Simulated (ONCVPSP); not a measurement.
Potentials for Fe compared

Generated with ld1.x 7.5 (TM, RRKJ, ultrasoft, PAW), atompaw 4.2 or ONCVPSP 4.0.1. The cutoff is in Ry: for ld1.x and atompaw files where the sum of valence levels is converged to 10 mRy in a Bessel basis, for ONCV files where the hardest occupied wave has 1 mHa per electron of residual kinetic energy. The error is the largest all-electron minus pseudo excitation energy over each file’s own four to seven test configurations (ionisations up to +4, promotions, holes and added fractions of an electron), all of which were solved. The labels leave out finer settings (local radius, basis sizes, second energies), which also bear on the numbers. Spin-polarised tests are not counted. The rows are a selection from randomly drawn settings: files with unsolved tests, undetermined cutoffs or missed reference levels are left out.

A true bound ghost makes a file unfit for plane-wave use even where its test errors are small: the radial tests pick states by their node count and pass the ghost by.

```tsv
potential	cutoff (Ry)	largest error (meV)	bound ghosts
ONCV, PBEsol, scalar-relativistic, rc 1.10/0.75/1.90 (spd), local smoothed, core correction yes, reference 3s2 3p6 3d6 4s2, qcut 14.1/13/10.2, projectors 2/3/2	136	-260	p
ONCV, revPBE, non-relativistic, rc 1.45/1.25/1.70/1.55 (spdf), local smoothed, core correction yes, reference 3s2 3p6 3d6.5 4s1.5, qcut 6.9/13.5/9.2/6.4, projectors 2/2/2/2	67	+12	none
ONCV, PBE, non-relativistic, rc 1.26/0.96/1.06 (spd), local smoothed, core correction yes, reference 3s2 3p6 3d6 4s1, qcut 11.9/16.4/15.7, projectors 2/2/1	170	+6.5	none
ONCV, revPBE, scalar-relativistic, rc 1.60/1.15/1.60 (spd), local smoothed, core correction yes, reference 3s2 3p6 3d6 4s1.5, qcut 9.5/12.9/11, projectors 2/2/3	94	+21	none
ONCV, PBEsol, scalar-relativistic, rc 1.60/0.90/1.35 (spd), local smoothed, core correction yes, reference 3s2 3p6 3d6 4s2, qcut 8.4/10.5/9.2, projectors 2/2/2	86	+11	none
ONCV, PBEsol, scalar-relativistic, rc 1.55/1.30/1.60 (spd), local smoothed, core correction yes, reference 3s2 3p6 3d6 4s2, qcut 9.1/10.8/10.5, projectors 3/2/2	82	+55	none
ONCV, PBE, scalar-relativistic, rc 1.60/1.10/1.90 (spd), local smoothed, core correction yes, reference 3s2 3p6 3d6 4s2, qcut 8.4/14.2/9.8, projectors 2/2/2	66	+117	none
ONCV, PBE, scalar-relativistic, rc 2.30/1.15/1.05 (spd), local smoothed, core correction yes, reference 3p6 3d6 4s2, qcut 2.3/10.6/14.7, projectors 2/3/2	164	+55	s
```

(1) Fill in the row for Fe: ONCV, revPBE, scalar-relativistic, rc 1.45/1.30/1.10 (spd), local smoothed, core correction yes, reference 3s2 3p6 3d6 4s1 4p1, qcut 7.1/11.4/12.8, projectors 2/2/1.

Results:

(1) cutoff 147 Ry, largest error -0.9 meV, bound ghosts: none.
